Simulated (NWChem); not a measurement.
Molecule: CH₇OPSi; SMILES P[SiH2]OC

```xyz
11

Si     0.9179     0.0487     0.1138
P     -0.5192    -1.7238    -0.0221
O      0.1617     1.4528    -0.4164
C     -1.0127     1.9582     0.1903
H      2.1393    -0.0836    -0.7454
H      1.3163     0.1560     1.5677
H      0.5030    -2.6232     0.4547
H     -0.2100    -1.9784    -1.4061
H     -0.8402     2.2605     1.2498
H     -1.3421     2.8551    -0.3730
H     -1.8459     1.2174     0.1790
```
Atoms are numbered in this order, from 1.

Results from NWChem. Pople sets run with spherical d functions. Coordinates come from a PBE-D3(BJ)/def2-SVP optimisation. Ions are spin-unrestricted doublets at the neutral geometry; other ion states weren't tried. Functional: LC-ωPBE (HJS hole) with 6-31G*; rows give the range parameter ω in 1/bohr.

### Question
At which range parameter does −ε(HOMO) equal the ΔSCF ionisation energy (optimal tuning)?

### Answer
about 0.34 per bohr, by linear interpolation in these runs:
```
range parameter (1/bohr)  vertical ionisation energy, ΔSCF (eV)  −ε(HOMO) (eV)  ΔSCF minus −ε(HOMO) (eV)
------------------------  -------------------------------------  -------------  ------------------------
0.20                                                       9.26           8.62                      0.64
0.25                                                       9.39           9.05                      0.34
0.40                                                       9.69           9.94                     -0.25
0.50                                                       9.79          10.30                     -0.51
0.80                                                       9.89          10.80                     -0.91
```
